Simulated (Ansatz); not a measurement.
Cost and result for the atomization energy of C₂H₈FNOSi (`CN[SiH](F)OC`) (14 atoms, 13 bonds).

```csv
atom,x (Å),y (Å),z (Å)
C1,1.9521,-1.2114,1.2456
N2,1.2388,-0.5236,0.1925
Si3,-0.3272,0.0864,0.3078
F4,-0.4474,1.4983,1.0609
O5,-0.8427,0.3178,-1.2175
C6,-1.9347,1.1271,-1.5948
H7,2.4500,-2.1100,0.8691
H8,2.7037,-0.5803,1.7328
H9,1.2477,-1.5335,2.0164
H10,1.8011,-0.2670,-0.6025
H11,-1.1645,-0.8246,1.1183
H12,-1.8931,2.1089,-1.1141
H13,-1.8982,1.2633,-2.6767
H14,-2.8856,0.6487,-1.3377
```

Charge 0, multiplicity 1. All single points use the PBE0-D4/def2-TZVP geometry. It is one conformer, not always the lowest. Program: Ansatz. All runs use 2 threads of an AMD EPYC 7R13 on a shared host and a share of an NVIDIA H100 80 GB. Times are those of one run each, without the atoms' runs, and a repeat can differ threefold. Electronic energies, without spin–orbit coupling; frozen cores. CCSD(T)/CBS adds CCSD(T) − MP2 in def2-TZVPP to the MP2 limit, and its time is that of the two runs behind it. T1 = 0.011.

CCSD(T)/CBS is a level of theory with its own doubt, some kJ/mol a heavy atom from the limit and from the frozen cores, so smaller differences don't rank the functionals.

```
                           level  functions  wall time  atomization (kcal/mol)  difference from CCSD(T)/CBS  per bond
              BLYP-D4/def2-TZVPP        309        4 s                  1292.1                         -4.0      -0.3
          LDA (SPW92)/def2-TZVPP        309      4.2 s                  1475.4                        179.3      13.8
            revPBE-D4/def2-TZVPP        309      4.8 s                  1279.2                        -16.9      -1.3
              PBE0-D4/def2-TZVPP        309        5 s                  1288.7                         -7.4      -0.6
             BHLYP-D4/def2-TZVPP        309        7 s                  1257.3                        -38.8      -3.0
               B97M-V/def2-TZVPP        309        8 s                  1292.4                         -3.7      -0.3
             PBE-QIDH/def2-TZVPP        309      8.5 s                  1281.0                        -15.1      -1.2
                CCSD(T)/def2-SVP        128      8.5 s                  1211.5                        -84.6      -6.5
              ωB97X-V/def2-TZVPP        309       11 s                  1297.6                          1.5       0.1
                  MP2/def2-QZVPP        595       13 s                  1303.4                          7.3       0.6
ωB97M-V/def2-TZVPP (with forces)        309       14 s                  1297.7                          1.6       0.1
              CCSD(T)/def2-TZVPP        309       15 s                  1260.3                        -35.8      -2.8
               CCSD(T)/CBS(def2)          –       28 s                  1296.1                          0.0       0.0
```

At CCSD(T), def2-SVP lies −84.6 kcal/mol from the extrapolated value and def2-TZVPP −35.9 kcal/mol: correlation converges slowly with the basis, and small sets miss more of it in the bonded molecule than in its fragments. From PBE to PBE0 (25 % exact exchange), in def2-TZVPP and without D4, the atomization energy moves by −21.9 kcal/mol: exact exchange takes away binding that semilocal exchange gives to molecules. Leaving LDA and LC-ωPBE aside and taking each functional with its dispersion term where it has one, the values, not all of them listed here, spread over 54.3 kcal/mol, from BHLYP-D4 to PBE-D4. LDA lies +170.2 kcal/mol from PBE without D4, its usual overbinding.
